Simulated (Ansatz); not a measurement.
Compare A (`CC#CC[SiH3]`) with its isomer B (`CCC1=C[SiH2]1`).

Isolated molecules relaxed with PBE0-D4/def2-TZVP in Ansatz; ΔE leaves out vibrations. CCSD(T)/CBS is the MP2 limit (def2-TZVPP, def2-QZVPP) plus CCSD(T) − MP2 in def2-TZVPP, frozen cores. Functionals use def2-TZVPP. B3LYP here is the variant with VWN-RPA as its local correlation; programs differ in this. Each species was taken in one conformer, which may not be the lowest.

Which isomer does CCSD(T)/CBS put lower? Give the gap. (Best estimate.)

Computed: A, by 3.3 kcal/mol.

Give E(B) − E(A) in kcal/mol with PBE-D4, MP2/def2-TZVPP, HF/def2-TZVPP, B3LYP, r2SCAN-D4, ωB97M-V, CCSD/def2-TZVPP. (An estimate is asked.)

Computed: PBE-D4 0.8, MP2/def2-TZVPP 4.2, HF/def2-TZVPP 9.3, B3LYP 6.1, r2SCAN-D4 1.1, ωB97M-V 2.3, CCSD/def2-TZVPP 4.5. None reverses the order clearly.

Largest T1 diagnostic: 0.011.

In def2-TZVPP, CCSD(T) changes the Hartree–Fock value by −5.5 kcal/mol (the triples alone add −0.7 kcal/mol) and MP2 by −5.1 kcal/mol. The D4 term adds −1.0 kcal/mol with B3LYP and −0.5 kcal/mol with PBE0; it sums over pairs of atoms, weighted by their polarisabilities, and B3LYP, whose exchange is more repulsive, gets the larger term.
